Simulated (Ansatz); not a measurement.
Total energies of (HBe-mu-OH)2 (Be₂O₂H₄) from Ansatz at r2SCAN-D4/def2-TZVPD, gas phase (1 Eh = 27.2114 eV = 2625.5 kJ/mol). The reference geometry is relaxed at r2SCAN-D4/def2-TZVP.

```xyz
8

Be   -0.812   -0.050   -0.772
H    -1.781   -0.107   -1.708
O    -0.307    1.039    0.255
Be    0.811    0.049    0.774
H     1.793    0.113    1.696
O     0.296   -1.045   -0.243
H    -0.557    1.935    0.461
H     0.558   -1.934   -0.463
```

```
                 state   geometry  energy (Eh)
      charge 0 singlet  reference   -182.49139
     charge -1 doublet  reference   -182.47139
free Be atom (singlet)          –    -14.64790
 free H atom (doublet)          –     -0.49993
 free O atom (triplet)          –    -75.05928
```

(1) Work out the vertical electron affinity, to the doublet.

(2) What is the binding energy per atom against free atoms?

(1) E(charge 0 singlet) − E(charge -1 doublet) = -182.49139 − (-182.47139) = -0.02000 Eh = -0.54 eV; negative, so the extra electron isn't bound.

(2) Atoms: 2 × (-14.64790) + 4 × (-0.49993) + 2 × (-75.05928) = -181.41408 Eh. Binding: -181.41408 − (-182.49139) = 1.07731 Eh = 29.32 eV, or 3.66 eV for each of 8 atoms (no zero-point energy, no counterpoise term).

At r2SCAN-D4/def2-TZVPD the highest occupied level of the charge -1 doublet lies above zero (up to 1.82 eV). By energy differences it is unbound by 0.54 eV (vertical, against the charge 0 singlet, at r2SCAN-D4/def2-TZVPD) and held by the finite basis.
